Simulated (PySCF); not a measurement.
Si(H)(SH)3 (H4S3Si), SMILES S[SiH](S)S. Atoms are numbered in the order given.

```xyz
8

Si    -0.3800     0.3213     0.1843
S     -0.8358    -0.5968    -1.6918
S     -0.0455    -1.2988     1.5482
S      1.2819     1.6261    -0.1218
H     -1.4448     1.2190     0.7098
H     -1.6623    -1.5264    -1.1596
H     -0.0899    -0.5157     2.6502
H      2.1074     0.6383    -0.5350
```

Coordinates come from a PBE0-D3(BJ)/def2-SVP optimisation. Other conformers were not sampled.

Level of theory: PySCF with B3LYP/pcSseg-1.

GIAO shieldings, no solvent; atoms listed in one row are averaged. δ = σ(ref) − σ: ²⁹Si against TMS (σ = 338.7 ppm); ³³S against H2S (σ = 695.8 ppm); ¹H against TMS (σ = 31.68 ppm), references at their B3LYP-D3(BJ)/def2-TZVP geometries, non-relativistic.

Problem. Estimate the chemical shifts. (The exact figures need the calculation; the answer reports its results.)

Solution. 
```json
[
 {"nucleus": "²⁹Si", "atoms": "Si1", "count": "1", "δ (ppm)": "25.8"},
 {"nucleus": "³³S", "atoms": "S3", "count": "1", "δ (ppm)": "80.4"},
 {"nucleus": "³³S", "atoms": "S4", "count": "1", "δ (ppm)": "75.0"},
 {"nucleus": "³³S", "atoms": "S2", "count": "1", "δ (ppm)": "45.2"},
 {"nucleus": "¹H", "atoms": "H5", "count": "1", "δ (ppm)": "6.22"},
 {"nucleus": "¹H", "atoms": "H6", "count": "1", "δ (ppm)": "1.37"},
 {"nucleus": "¹H", "atoms": "H7", "count": "1", "δ (ppm)": "1.32"},
 {"nucleus": "¹H", "atoms": "H8", "count": "1", "δ (ppm)": "1.19"}
]
```
